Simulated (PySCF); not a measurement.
## `CN(C)c1ccoc1`: 4 charge schemes on one density

Species: C6H9NO.
Cartesian coordinates in Å at the GFN2-xTB level; atoms count from 1:
```
atom  x, y, z in Å
C1    -1.4373    1.2135    0.6456
N2    -0.8753   -0.1040    0.4515
C3    -1.6591   -0.9680   -0.4001
C4     0.4988   -0.1780    0.2892
C5     1.4729    0.7374    0.7899
C6     2.6856    0.2163    0.4668
O7     2.5529   -0.9394   -0.1931
C8     1.2238   -1.1763   -0.3089
H9    -1.3511    1.8503   -0.2458
H10   -2.4925    1.1091    0.8965
H11   -0.9382    1.7055    1.4774
H12   -1.5849   -0.6984   -1.4627
H13   -1.3232   -1.9957   -0.2763
H14   -2.7037   -0.9078   -0.0967
H15    1.3006    1.6528    1.3163
H16    3.6808    0.5711    0.6490
H17    0.9429   -2.0761   -0.8152
```

Density: PBE0/pcSseg-1 (PySCF); schemes: Mulliken, IAO, Hirshfeld and ESP-fitted. Isolated species at its GFN2-xTB geometry, gas phase.

Problem. Atoms with like bonding are taken together and averaged. Do the Mulliken, IAO, Hirshfeld and ESP-fitted schemes agree on where the charge is highest?

Solution. The schemes don't all agree: Mulliken C6 (+0.186); IAO H16 (+0.170); Hirshfeld H16 (+0.062); ESP-fitted C4 (+0.331).

Problem. Do the Mulliken, IAO, Hirshfeld and ESP-fitted schemes agree on where the charge is lowest?

Solution. The schemes don't all agree: Mulliken N2 (-0.665); IAO C1/C3 (-0.302); Hirshfeld C5 (-0.107); ESP-fitted C5 (-0.454).

Problem. For which atoms does the sign change between the 4 schemes (beyond +0.03 e in one, beyond −0.03 e in another)?

Solution. C8. Atomic charges aren't observables, and each scheme defines them in its own way.

Problem. Tabulate the Mulliken, IAO, Hirshfeld and ESP-fitted charges.

Solution. In e; atoms taken as equivalent share a row and are averaged (×n: the atom named and its like, n in all):

```csv
atom,environment,Mulliken,IAO,Hirshfeld,ESP-fitted
C1/C3,N-methyl carbon,-0.086,-0.302,-0.066,-0.322
N2,aniline-type nitrogen,-0.665,-0.194,-0.073,-0.221
C4,aromatic carbon bearing nitrogen,+0.114,+0.045,+0.010,+0.331
C5,aromatic CH carbon,-0.197,-0.260,-0.107,-0.454
C6,aromatic CH next to a ring oxygen,+0.186,+0.013,+0.004,-0.001
O7,furan-type oxygen,-0.365,-0.231,-0.072,-0.138
C8,aromatic CH next to a ring oxygen,+0.147,-0.087,-0.041,-0.252
H9 (×6),methyl hydrogen,+0.112,+0.137,+0.042,+0.133
H15,aromatic hydrogen,+0.086,+0.160,+0.051,+0.223
H16,aromatic hydrogen,+0.100,+0.170,+0.062,+0.163
H17,aromatic hydrogen,+0.090,+0.163,+0.049,+0.197
```

Mean size of the charges over all atoms: ESP-fitted 0.201 e, Mulliken 0.165 e, IAO 0.162 e, Hirshfeld 0.050 e. Each set sums to the total charge, 0, to within 0.001 e. The ESP scheme fits charges at the nuclei, held to the total charge, to the electrostatic potential on points at 1.4 to 2.0 times the van der Waals radii.

Some averages cover members that differ in this geometry: C1/C3, ESP-fitted -0.353 to -0.290; H9 (×6), ESP-fitted +0.120 to +0.167; H9 (×6), Mulliken +0.095 to +0.128; H9 (×6), IAO +0.118 to +0.148 e.

Problem. How closely do the schemes follow one another over all atoms?

Solution. Correlation coefficient and root-mean-square difference: IAO with Hirshfeld 0.97, 0.126 e; Hirshfeld with ESP-fitted 0.91, 0.178 e; IAO with ESP-fitted 0.91, 0.099 e; Mulliken with Hirshfeld 0.72, 0.181 e; Mulliken with IAO 0.68, 0.162 e; Mulliken with ESP-fitted 0.58, 0.204 e.

Problem. How many electrons does the IAO scheme count on O7?

Solution. Z − q = 8 − (-0.231) = 8.231.
